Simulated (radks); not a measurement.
Effect of the nuclear size on the calcium ion Ca3+, [Ne] 3s2 3p5. Calculated with a radial shooting solver on a logarithmic mesh with Libxc functionals: Dirac Kohn-Sham, relativistic LDA (MacDonald-Vosko exchange, VWN5 correlation), spin-unpolarised, spherical densities, finite nucleus; open shells fill j = l - 1/2 first; Fermi nuclear charge, rms radius 3.4776 fm. The rms radius is varied about that value; shifts are against it.

rms radius (fm)	total energy shift (eV)	density at nucleus (e/bohr^3)	1s1/2 shift (meV)	2s1/2 shift (meV)	2p1/2 shift (meV)	3s1/2 shift (meV)
3.109	-0.00601	6121	-2.53	-0.201	0.031	-0.027
3.1716	-0.00503	6118	-2.12	-0.168	0.026	-0.022
3.4776	0	6104	0.000	0.000	0.000	0.000
3.7349	0.00458	6092	1.93	0.153	-0.023	0.020
4.2601	0.0149	6072	6.28	0.498	-0.076	0.066

Slopes of the eigenvalues against <r^2> in GHz/fm^2, as finite differences over the two radii next to the reference (eigenvalue slopes, not the field-shift constants of lines): 1s1/2 251, 2s1/2 20.0, 2p1/2 -3.04, 3s1/2 2.65.
